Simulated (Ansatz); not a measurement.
`N[SiH2]N[SiH2]Cl` and `N[SiH2][NH][AlH][F]` differ in one atom or group.

Ansatz, PBE0-D4/def2-TZVP geometries, multiplicity 1. Each molecule was computed in one conformer, which needn't be the lowest.

```json
{"property": "HOMO–LUMO gap (ωB97M-V/def2-TZVPP) / eV", "`N[SiH2]N[SiH2]Cl`": "11.96"}
{"property": "HOMO–LUMO gap (PBE/def2-TZVPP) / eV", "`N[SiH2]N[SiH2]Cl`": "5.77"}
{"property": "HOMO–LUMO gap (B3LYP/def2-TZVPP) / eV", "`N[SiH2]N[SiH2]Cl`": "7.55"}
{"property": "HOMO energy (PBE/def2-TZVPP) / eV", "`N[SiH2]N[SiH2]Cl`": "-6.17"}
{"property": "size of the dipole moment (PBE/def2-TZVPP) / D", "`N[SiH2]N[SiH2]Cl`": "2.05"}
{"property": "LUMO energy (ωB97M-V/def2-TZVPP) / eV", "`N[SiH2]N[SiH2]Cl`": "2.04"}
```

What does the change do to each property? (Best estimate.)

Ansatz gave: 
```
                                      property  `N[SiH2][NH][AlH][F]`  shift
       HOMO–LUMO gap (ωB97M-V/def2-TZVPP) / eV                  10.98  -0.98
           HOMO–LUMO gap (PBE/def2-TZVPP) / eV                   4.93  -0.84
         HOMO–LUMO gap (B3LYP/def2-TZVPP) / eV                   6.62  -0.93
             HOMO energy (PBE/def2-TZVPP) / eV                  -6.05   0.12
size of the dipole moment (PBE/def2-TZVPP) / D                   2.46   0.41
         LUMO energy (ωB97M-V/def2-TZVPP) / eV                   1.19  -0.85
```

With PBE0 the HOMO rises by 0.13 eV and the LUMO falls by 0.80 eV, so the gap narrows by about 0.93 eV. PBE moves the HOMO by 0.12 eV and ωB97M-V by 0.13 eV. Dipoles are sizes alone; their direction can turn.

B3LYP here is the variant with VWN-RPA as its local correlation; programs differ in this.
